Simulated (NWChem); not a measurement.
Species: AlSiH₄F; SMILES [F][AlH][SiH3]

```xyz
7

Al     0.5336     0.7302    -0.0048
F     -0.6524     1.9071     0.0183
H      2.0237     1.2702     0.0045
Si    -0.1913    -1.6079    -0.0196
H     -0.3545    -2.1026     1.3864
H      0.8289    -2.4783    -0.6868
H     -1.4994    -1.7832    -0.7246
```
Atoms are numbered in this order, from 1.

Program: NWChem. Pople sets run with spherical d functions. The geometry was optimised at PBE0/def2-SVP. Static field.

**Question.** Among these, which level gives the lowest value of “anisotropy (bohr³)”?
A) B3LYP/6-31+G*
B) PBE/6-31+G*
C) CAM-B3LYP/6-31+G*
D) BHandHLYP/6-31+G*

**Answer.** D, BHandHLYP/6-31+G*. Values: BHandHLYP/6-31+G* 19.9; CAM-B3LYP/6-31+G* 21.0; B3LYP/6-31+G* 22.4; PBE/6-31+G* 24.3
